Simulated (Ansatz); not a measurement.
`[SiH2]1[SiH2][GeH2][GeH2][SiH2][GeH2]1`, charge 0, multiplicity 1.

Problem. Give a relaxed structure at PBE0-D4/def2-TZVP (the Gaussian-basis code of Ansatz). (Best estimate.)

Solution. Computed: 
Z-matrix (Å, degrees):
```
Si
Ge 1 2.388
Si 1 2.336 2 108.5
H 1 1.490 2 108.7 3 117.9
H 1 1.489 2 110.3 3 -123.6
Si 2 2.386 1 110.7 3 -33.7
H 2 1.541 1 109.6 3 -154.7
H 2 1.541 1 109.4 3 87.3
Ge 3 2.386 1 107.9 2 72.8
H 3 1.490 1 108.9 2 -45.2
H 3 1.489 1 112.5 2 -165.2
Ge 6 2.378 2 108.4 1 -34.8
H 6 1.490 2 108.8 1 82.7
H 6 1.489 2 110.7 1 -158.4
H 9 1.541 3 110.2 1 -157.7
H 9 1.541 3 109.6 1 83.6
H 12 1.541 6 109.2 2 -49.0
H 12 1.540 6 112.4 2 -168.8
```
This is one stationary point; other conformers may exist.
